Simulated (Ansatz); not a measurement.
The cluster Au₉⁺. Charge 1, multiplicity 1. Geometry PBE0-D4/def2-SVP; atoms count from 1.

Cartesian coordinates in Å:
```
Au 1.6171 -3.3489 0.1752
Au -0.7835 0.4892 -3.0300
Au 1.9348 -2.8845 2.7488
Au -0.2304 1.3078 2.2939
Au 0.3489 -1.4761 -1.5565
Au -1.3301 3.2153 0.5918
Au 0.7110 -1.0010 1.2045
Au -0.4993 0.8611 -0.3827
Au -1.7686 2.8372 -2.0450
```

In the def2 sets Au takes a core potential; there is no spin–orbit coupling. Another isomer (singlet) lies 1.05 eV lower at PBE0-D4/def2-TZVP; other spin states weren't run for this one.

Question: Estimate the Mulliken populations from the PBE0/def2-TZVP orbitals of Ansatz.

Answer: 
```tsv
atom	charge (e)	d electrons
Au1	0.40	9.84
Au2	0.47	9.84
Au3	0.48	9.84
Au4	0.44	9.82
Au5	0.11	9.86
Au6	0.44	9.85
Au7	-0.45	9.84
Au8	-1.18	9.82
Au9	0.29	9.83
```
Mulliken values depend strongly on the basis.

Question: And the Mayer bond orders between heavy atoms (over 0.3)?

Answer: Au1–Au3 0.45 (2.63 Å); Au1–Au7 0.54 (2.72 Å); Au2–Au5 0.32 (2.70 Å); Au2–Au8 0.52 (2.69 Å); Au3–Au7 0.49 (2.73 Å); Au4–Au7 0.37 (2.72 Å); Au4–Au8 0.50 (2.73 Å); Au5–Au8 0.59 (2.75 Å); Au6–Au8 0.52 (2.68 Å); Au6–Au9 0.34 (2.70 Å); Au7–Au8 0.43 (2.73 Å); Au8–Au9 0.46 (2.88 Å).
